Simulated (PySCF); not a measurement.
B(vinyl)(OH)(OMe) (C₃H₇BO₂), SMILES O(C)B(O)C=C.

Geometry: PBE0-D3(BJ)/def2-SVP. The values are those of a single conformer.

Two levels are set side by side: PBE/def2-TZVP (PySCF) and ωB97X/def2-TZVP (PySCF). Same geometry, gas phase. Differences are taken from unrounded values.

```json
[
 {"quantity": "orbital gap (eV)", "ωB97X": "11.85", "PBE": "5.13", "PBE minus ωB97X": "-6.72"},
 {"quantity": "highest occupied level (eV)", "ωB97X": "-10.30", "PBE": "-6.76", "PBE minus ωB97X": "3.54"},
 {"quantity": "lowest empty level (eV)", "ωB97X": "1.55", "PBE": "-1.63", "PBE minus ωB97X": "-3.18"},
 {"quantity": "dipole moment (D)", "ωB97X": "1.81", "PBE": "1.67", "PBE minus ωB97X": "-0.14"},
 {"quantity": "mean polarisability (bohr³)", "ωB97X": "56.5", "PBE": "59.4", "PBE minus ωB97X": "2.9"}
]
```

PBE's occupied levels lie high since its potential decays too fast outside the molecule; exact exchange lowers them and widens the gap. PBE's more diffuse valence density responds more strongly to a field. Differences between two approximate levels are no errors against the true value.

Rough cost on one machine, each run with all the roots and properties that it gave: ωB97X against PBE within a factor of 2.
